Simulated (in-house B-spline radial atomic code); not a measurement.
The numbers below are computed, except where a source is named.
## Hf in an electron gas of r_s = 2.2: phase shifts, screening, friction and resistivity

A nucleus sits in a uniform electron gas with a rigid positive background. The Kohn-Sham equations are solved self-consistently in the spin-unpolarised LDA (PW92), non-relativistic, on B-splines with outgoing waves at the boundary and partial waves to l = 8. The model has no lattice, no bands and no magnetic solution. Atomic units; δ_l are the phase shifts at the Fermi level, counted so that each bound state adds π, and good to about 0.0005. Heavy atoms are models without relativity.

The density parameter is r_s = 2.2 bohr, near that of the valence electrons of Ga (3 per atom, density 5.91 g/cm³, mass 69.72 u, which gives r_s = 2.19).

```csv
l,δ_l (rad)
0,14.8488
1,12.2197
2,7.8687
3,3.1689
4,0.0050
5,0.0006
6,-0.0002
7,-0.0003
8,-0.0003
```

Bound levels below the band bottom (hartree): p -12.37, d -7.072, s -1.461, p -0.674, f -0.2688 and deeper ones.

Check the Friedel sum rule, and say where the screening charge sits.

k_F = (9π/4)^(1/3)/r_s = 0.87234. The rule is Z = (2/π) Σ (2l + 1) δ_l. The terms are s 9.453, p 23.338, d 25.047, f 14.122 and 0.025 beyond, in all 71.985 against Z = 72. Bound states hold 10 s, 24 p, 20 d and 14 f electrons, so the scattering states carry 3.98 in all; where a term is smaller than its bound count, the bound level has drawn weight out of the band.

Find the transport cross section and the electronic stopping of a 5 keV Hf ion (mass 178.49 u).

σ_tr = (4π/k_F²) Σ (l + 1) sin²(δ_l − δ_(l+1)). The terms for l = 0 to 3 are 0.2404, 1.7500, 2.9995, 0.0020, all together 4.9920, so σ_tr = 16.513 × 4.9920 = 82.435 bohr². With n = 3/(4π r_s³) = 0.02242, the friction coefficient is Q = n k_F σ_tr = 1.6123. For v well below v_F = 0.872, dE/dx = Q v; with 24801 eV per u at v = 1, v = √(5000/(24801 × 178.49)) = 0.0336, so dE/dx = 0.05419 hartree/bohr = 27.9 eV/nm. The largest term couples the d and f waves.

What residual resistivity would 1 atomic per cent of such centres give in Ga?

Δρ = k_F n_i σ_tr/n in atomic units of 21.74 μΩ·cm. With one host atom per 3 electrons, n_i/n = 0.01/3, so Δρ = 0.8723 × 0.00333 × 82.435 × 21.74 = 5.21 μΩ·cm. This is an atom added to the gas, as on an interstitial site.

On a substitutional site the background of one host ion, a sphere holding 3 charges, is taken out. The phase shifts for l = 0 to 4 become 14.5979, 12.0256, 7.2016, 3.1142, -0.0084. What follows?

The Friedel sum is now 69.00, for Z − 3 = 69. The sum in σ_tr is 4.2404, so σ_tr = 70.02 bohr² and Δρ = 4.43 μΩ·cm per atomic per cent, 0.85 times the value above. A real host ion scatters too, so this model doesn't give zero even for the host's own atom.
